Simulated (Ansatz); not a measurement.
Isomers of C3H10OSi, relaxed with PBE0-D4/def2-TZVP in Ansatz; electronic energies, one conformer each and not always the lowest. Functionals use def2-TZVPP; CBS adds triple-zeta CCSD(T) − MP2 to the MP2 limit of def2-TZVPP and def2-QZVPP.

**Question.** Order them by energy at frozen-core CCSD(T)/CBS, lowest first. (Estimate.)
A. `CC(C)O[SiH3]`
B. `CO[SiH](C)C`
C. `C[Si](C)(C)O`

**Answer.** C (0.0 kcal/mol), B (24.7 kcal/mol), A (41.0 kcal/mol).

**Question.** How do PBE0-D4, MP2/CBS(def2), r2SCAN-D4, B3LYP place them (kcal/mol, against `C[Si](C)(C)O`)? (An estimate is asked.)

**Answer.** Computed: 
```
        isomer  PBE0-D4  MP2/CBS(def2)  r2SCAN-D4  B3LYP
 `CO[SiH](C)C`     24.1           26.2       24.5   22.1
`CC(C)O[SiH3]`     41.5           43.2       42.5   39.2
```

B3LYP here is the variant with VWN-RPA as its local correlation; programs differ in this.
